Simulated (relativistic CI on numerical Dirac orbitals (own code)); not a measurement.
# Cr4+ in a cubic cluster: 1s photoemission with charge transfer

Computed with a charge-transfer multiplet model of a cubic metal-ligand cluster with up to 2 ligand holes, Slater and spin-orbit integrals from Dirac-Coulomb-Breit ions, Slater integrals scaled by 0.9. The ground state mixes d2 with configurations of k ligand holes L, whose averages lie at kΔ + k(k − 1)U_dd/2; a core hole lowers each added d electron by U_cd. 300 K, Lorentzian 1.1 eV and Gaussian 0.6 eV FWHM.

Atomic integrals in eV (Slater integrals scaled, ζ unscaled), ground: F2dd 10.549, F4dd 6.644, zeta_d 0.039; with the core hole: F2dd 12.004, F4dd 7.589, zeta_d 0.058, G2cd 0.064.

Cluster parameters (eV): Δ = 0.2, U_cd = 6.2, 10Dq = 2.1, 10Dq(ligand) = 0.4, V(eg) = 2.3, V(t2g) = -1.19, final-state hopping factor = 0.9.

```
         Case   n_d    d2   d3L  d4L2     S
U_dd = 5.1 eV  2.89  0.27  0.57  0.16  1.00
U_dd = 6.5 eV  2.84  0.29  0.57  0.13  1.00
U_dd = 7.2 eV  2.82  0.30  0.58  0.12  1.00
```

Weights, n_d and S are thermal averages at 300 K. Binding energies count from the first peak over 30 % of the highest in each spectrum, which can be another peak from case to case. The parameters are a model scan and need not match a compound or its usual spin state. Peaks in eV (height, largest 100):
- U_dd = 5.1 eV: 0.0 (100), 1.7 (31), 4.9 (6), 10.4 (9)
- U_dd = 6.5 eV: 0.0 (100), 5.1 (5), 10.5 (8)
- U_dd = 7.2 eV: 0.0 (100), 10.7 (7), 11.1 (7)

For the case U_dd = 5.1 eV, Δ = 0.2 eV is smaller than U_dd = 5.1 eV, the charge-transfer side of the Zaanen-Sawatzky-Allen scheme. With the core hole the average of the configuration with one ligand hole lies at Δ − U_cd = -6.0 eV before mixing: it lies below the unscreened one, so the lowest final states are mostly screened and the unscreened weight appears at higher binding energy as a satellite.

With at most 2 ligand holes the space is cut while the next configuration still counts, so covalency is underestimated, and a final configuration with one more ligand hole, which can lie low, is missing from the spectra.
